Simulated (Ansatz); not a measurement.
Zr2N2, relaxed as a quintet with UKS PBE0-D4/def2-TZVP in Ansatz, starting from the PBE0-D4/def2-TZVP geometry of the neutral singlet. Force threshold 0.02 eV/Å.

In the def2 sets Zr takes a core potential; there is no spin–orbit coupling. At PBE0-D4/def2-TZVP a triplet of charge 0 lies 3.02 eV below the quintet, each at its own geometry. The structure comes from a short search, and lower isomers may exist.

Start:

```xyz
4

Zr   -0.886   -0.478   -0.933
Zr    0.886    0.478    0.932
N     0.261   -1.227    0.381
N    -0.261    1.227   -0.381
```

Q: Estimate the energy that the relaxation releases and the steps that it takes.

A: 81.5 kJ/mol, in 5 steps; 18 s on 4 threads of Arm Neoverse V1 on a shared host. No frequencies were taken in this run, so the end may be a saddle point.

Q: Does the start keep its bonding and symmetry?

A: By distances, no bond broke or formed. The bond that changes most is Zr1–N4, from 1.90 to 1.95 Å (atoms count from 1). Point group D2h at the start, D2h at the end, both within 0.05 Å.

Q: Predict the relaxed structure.

A: 
Cartesian coordinates in Å:
```
Zr -0.982 -0.529 -1.033
Zr 0.982 0.529 1.033
N 0.242 -1.141 0.354
N -0.243 1.141 -0.354
```
Bond lengths (bridged metal pairs left out): 4 × N–Zr 1.95 Å.
